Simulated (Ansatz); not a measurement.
Reaction (ligand exchange at a B–O bond): `COB(Cl)Cl` + CH₃SH → `CSB(Cl)Cl` + CH₃OH

Gas-phase electronic energies from Ansatz, PBE0-D4/def2-TZVP geometries. CCSD(T)/CBS adds triple-zeta CCSD(T) − MP2 to the extrapolated MP2 energy (def2 sets, frozen cores). This one scheme is used for every species. Functionals use def2-TZVPP. B3LYP here is the variant with VWN-RPA as its local correlation; programs differ in this. HSE06 is defined as in plane-wave codes. Each species was taken in one conformer, which may not be the lowest.

`COB(Cl)Cl`:

Cartesian coordinates in Å:
```
C 0.868 0.586 -0.490
O -0.499 0.482 -0.133
B -1.063 -0.537 0.510
Cl -2.783 -0.456 0.835
Cl -0.165 -1.955 1.048
H 1.211 1.582 -0.210
H 1.474 -0.170 0.011
H 0.956 0.468 -1.571
```

CH₃SH:

Z-matrix (Å, degrees):
```
C
S 1 1.806
H 1 1.089 2 111.5
H 1 1.089 2 111.5 3 -123.8
H 1 1.090 2 106.2 3 118.1
H 2 1.342 1 97.1 3 61.9
```

`CSB(Cl)Cl`:

Cartesian coordinates in Å:
```
C 0.758 1.011 0.342
S -0.847 0.293 0.757
B -0.974 -1.127 -0.302
Cl 0.270 -1.591 -1.441
Cl -2.429 -2.091 -0.177
H 1.560 0.304 0.548
H 0.875 1.889 0.977
H 0.787 1.311 -0.703
```

CH₃OH:

```xyz
6

C    -0.004    0.348   -0.074
O    -0.534   -0.908    0.281
H    -0.836    1.053   -0.091
H     0.457    0.342   -1.069
H     0.735    0.711    0.652
H     0.182   -1.546    0.301
```

| level | ΔE (kJ/mol) | difference from CCSD(T)/CBS |
| --- | --- | --- |
| LDA (SPW92) | 54.4 | -0.7 |
| PBE-D4 | 46.6 | -8.5 |
| revPBE-D4 | 43.7 | -11.4 |
| BLYP-D4 | 55.9 | 0.8 |
| B97M-V | 56.9 | 1.8 |
| PBE0-D4 | 50.6 | -4.5 |
| B3LYP-D4 | 59.3 | 4.2 |
| r2SCANh-D4 | 54.9 | -0.2 |
| r2SCAN0-D4 | 56.2 | 1.1 |
| HSE06-D4 | 50.5 | -4.6 |
| BHLYP-D4 | 64.4 | 9.3 |
| CAM-B3LYP-D4 | 66.9 | 11.8 |
| ωB97M-V | 60.3 | 5.2 |
| B2PLYP | 61.1 | 6.0 |
| PBE | 49.5 | -5.6 |
| revPBE | 48.5 | -6.6 |
| BLYP | 62.0 | 6.9 |
| r2SCAN | 54.6 | -0.5 |
| PBE0 | 53.2 | -1.9 |
| r2SCANh | 55.5 | 0.4 |
| HSE06 | 53.0 | -2.1 |
| BHLYP | 69.8 | 14.7 |
| CAM-B3LYP | 69.7 | 14.6 |
| LC-ωPBE | 60.5 | 5.4 |
| RPA@PBE/def2-TZVPP | 59.0 | 3.9 |
| HF/def2-SVP | 85.0 | 29.9 |
| MP2/def2-SVP | 66.5 | 11.4 |
| CCSD/def2-SVP | 72.3 | 17.2 |
| CCSD(T)/def2-SVP | 69.6 | 14.5 |
| HF/def2-TZVPP | 78.9 | 23.8 |
| MP2/def2-TZVPP | 52.3 | -2.8 |
| SCS-MP2/def2-TZVPP | 58.2 | 3.1 |
| CCSD/def2-TZVPP | 62.9 | 7.8 |
| CCSD(T)/def2-TZVPP | 58.7 | 3.6 |
| HF/def2-QZVPP | 80.1 | 25.0 |
| MP2/def2-QZVPP | 50.7 | -4.4 |
| SCS-MP2/def2-QZVPP | 56.8 | 1.7 |
| HF/CBS(def2) | 80.3 | 25.2 |
| MP2/CBS(def2) | 48.7 | -6.4 |
| CCSD/CBS(def2) | 59.3 | 4.2 |
| CCSD(T)/CBS | 55.1 | 0 |

Largest T1 diagnostic among the species: 0.012.

Leaving LDA and LC-ωPBE aside and taking each functional with its dispersion term where it has one, the values spread over 23.2 kJ/mol, from revPBE-D4 to CAM-B3LYP-D4. LDA lies +4.9 kJ/mol from PBE without D4. From PBE to PBE0 (25 % exact exchange), in def2-TZVPP and without D4, ΔE moves by +3.7 kJ/mol.
